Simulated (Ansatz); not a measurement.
Consider the isomerisation: `O[SiH2][SiH](O)[SiH3]` → `O[SiH]([SiH3])O[SiH3]`.

Calculated with Ansatz (gas phase, PBE0-D4/def2-TZVP geometries, no zero-point term in ΔE). CBS: MP2 limit from def2 TZ/QZ plus the TZ coupled-cluster correction, frozen cores. DFT in def2-TZVPP. B3LYP here is the variant with VWN-RPA as its local correlation; programs differ in this. Each species was taken in one conformer, which may not be the lowest.

`O[SiH2][SiH](O)[SiH3]`:

```xyz
13

O    -1.941    1.515    0.946
Si   -1.419    0.799   -0.464
Si    0.078   -0.780    0.433
O     0.386   -0.241    1.971
Si    2.077   -0.934   -0.773
H    -2.534    2.266    0.886
H    -2.558    0.216   -1.231
H    -0.773    1.808   -1.354
H    -0.570   -2.126    0.454
H    -0.267    0.381    2.304
H     3.032   -1.885   -0.144
H     2.727    0.400   -0.882
H     1.761   -1.419   -2.146
```

`O[SiH]([SiH3])O[SiH3]`:

Z-matrix (Å, degrees):
```
Si
Si 1 2.352
O 1 1.635 2 109.0
O 1 1.642 2 111.0 3 -122.7
H 1 1.481 2 113.1 3 120.4
H 2 1.489 1 111.3 3 -52.7
H 2 1.491 1 110.0 3 67.2
H 2 1.488 1 110.4 3 -173.4
Si 3 1.634 1 148.3 2 -5.5
H 4 0.958 1 118.4 2 51.6
H 9 1.483 3 109.5 1 118.2
H 9 1.488 3 109.9 1 -1.9
H 9 1.484 3 109.2 1 -121.8
```

```json
{"level": "PBE-D4", "ΔE (kcal/mol)": "-25.2", "difference from CCSD(T)/CBS": "6.4"}
{"level": "r2SCAN-D4", "ΔE (kcal/mol)": "-30.2", "difference from CCSD(T)/CBS": "1.4"}
{"level": "PBE0-D4", "ΔE (kcal/mol)": "-27.4", "difference from CCSD(T)/CBS": "4.2"}
{"level": "B3LYP-D4", "ΔE (kcal/mol)": "-31.4", "difference from CCSD(T)/CBS": "0.2"}
{"level": "ωB97X-V", "ΔE (kcal/mol)": "-30.7", "difference from CCSD(T)/CBS": "0.9"}
{"level": "ωB97M-V", "ΔE (kcal/mol)": "-31.9", "difference from CCSD(T)/CBS": "-0.3"}
{"level": "B2PLYP", "ΔE (kcal/mol)": "-32.4", "difference from CCSD(T)/CBS": "-0.8"}
{"level": "PBE", "ΔE (kcal/mol)": "-25.1", "difference from CCSD(T)/CBS": "6.5"}
{"level": "r2SCAN", "ΔE (kcal/mol)": "-30.1", "difference from CCSD(T)/CBS": "1.5"}
{"level": "PBE0", "ΔE (kcal/mol)": "-27.3", "difference from CCSD(T)/CBS": "4.3"}
{"level": "B3LYP", "ΔE (kcal/mol)": "-31.3", "difference from CCSD(T)/CBS": "0.3"}
{"level": "HF/def2-TZVPP", "ΔE (kcal/mol)": "-37.7", "difference from CCSD(T)/CBS": "-6.1"}
{"level": "MP2/def2-TZVPP", "ΔE (kcal/mol)": "-33.3", "difference from CCSD(T)/CBS": "-1.7"}
{"level": "SCS-MP2/def2-TZVPP", "ΔE (kcal/mol)": "-34.2", "difference from CCSD(T)/CBS": "-2.6"}
{"level": "CCSD/def2-TZVPP", "ΔE (kcal/mol)": "-32.7", "difference from CCSD(T)/CBS": "-1.1"}
{"level": "CCSD(T)/def2-TZVPP", "ΔE (kcal/mol)": "-31.9", "difference from CCSD(T)/CBS": "-0.3"}
{"level": "HF/def2-QZVPP", "ΔE (kcal/mol)": "-38.5", "difference from CCSD(T)/CBS": "-6.9"}
{"level": "MP2/def2-QZVPP", "ΔE (kcal/mol)": "-33.3", "difference from CCSD(T)/CBS": "-1.7"}
{"level": "SCS-MP2/def2-QZVPP", "ΔE (kcal/mol)": "-34.3", "difference from CCSD(T)/CBS": "-2.7"}
{"level": "HF/CBS(def2)", "ΔE (kcal/mol)": "-38.6", "difference from CCSD(T)/CBS": "-7.0"}
{"level": "MP2/CBS(def2)", "ΔE (kcal/mol)": "-33.0", "difference from CCSD(T)/CBS": "-1.4"}
{"level": "CCSD/CBS(def2)", "ΔE (kcal/mol)": "-32.4", "difference from CCSD(T)/CBS": "-0.8"}
{"level": "CCSD(T)/CBS", "ΔE (kcal/mol)": "-31.6", "difference from CCSD(T)/CBS": "0"}
```

Largest T1 diagnostic among the species: 0.013.

From PBE to PBE0 (25 % exact exchange), in def2-TZVPP and without D4, ΔE moves by −2.1 kcal/mol. In def2-TZVPP, CCSD(T) changes the Hartree–Fock value by +5.8 kcal/mol (the triples alone add +0.8 kcal/mol) and MP2 by +4.5 kcal/mol.
